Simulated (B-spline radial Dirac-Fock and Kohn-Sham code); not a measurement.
Auger decay of the K hole in Co⁴⁺

System: the Co⁴⁺ ion in the configuration 1s2 2s2 2p6 3s2 3p6 3d5.

Method: a relativistic independent-particle model: LDA orbitals of the hole state, radiative multipoles to third order, Auger rates from the Coulomb interaction with a continuum orbital, Dirac-Fock energies. Computed with a B-spline atomic structure program. Kinetic energies are configuration averages from the vacuum level; the two-hole energies are estimated from single-hole states.

| transition | kinetic energy (eV) | width (meV) | share (%) |
| --- | --- | --- | --- |
| K-L1L1 | 5700.0 | 49.0 | 6.2 |
| K-L1L2 | 5839.5 | 57.5 | 7.3 |
| K-L1L3 | 5854.4 | 104 | 13.2 |
| K-L2L3 | 5976.6 | 256 | 32.5 |
| K-L3L3 | 5990.2 | 142 | 18.0 |
| K-L1M1 | 6566.5 | 13.8 | 1.7 |
| K-L1M3 | 6610.8 | 14.4 | 1.8 |
| K-L2M3 | 6744.3 | 30.5 | 3.9 |
| K-L3M2 | 6756.7 | 30.4 | 3.9 |
| K-L3M3 | 6759.5 | 34.3 | 4.4 |

For K holes below about Z = 40 intermediate coupling redistributes the KLL shares among these jj groups. The listed channels hold 93 % of the non-radiative rate. Summed by principal shells, of 0.788 eV in all: KLL 78.6 %, KLM 20.2 %, KMM 1.3 %.
